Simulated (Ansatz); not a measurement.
C$_{2}$H$_{6}$GeS (`C=[C](S)[GeH3]`) at its PBE0-D4/def2-TZVP geometry, where that method's forces vanish. Total charge 0; spin multiplicity 1.

```xyz
10

C    -1.3811   -0.1632   -0.9571
C    -0.5409   -0.2469    0.0732
S    -1.0534   -1.0079    1.5722
Ge    1.2249    0.5711    0.0119
H    -2.3749   -0.6018   -0.9342
H    -1.0976    0.3585   -1.8641
H     0.1661   -1.2321    2.0868
H     1.2905    1.7427    1.0040
H     1.4957    1.0595   -1.4187
H     2.2706   -0.4799    0.4260
```

(1) What forces (eV/Å) does ωB97M-V/def2-TZVPP give on these atoms in the Gaussian-basis code of Ansatz? (An estimate is asked.)

## Answers

(1) Computed: 
```
C1   0.025 -0.003  0.033
C2   0.005  0.110 -0.257
S3   0.003 -0.108  0.201
Ge4  0.116  0.053 -0.008
H5   0.076  0.026  0.015
H6  -0.011 -0.040  0.064
H7  -0.086  0.017 -0.049
H8  -0.012 -0.093 -0.076
H9  -0.029 -0.040  0.108
H10 -0.086  0.077 -0.032
```
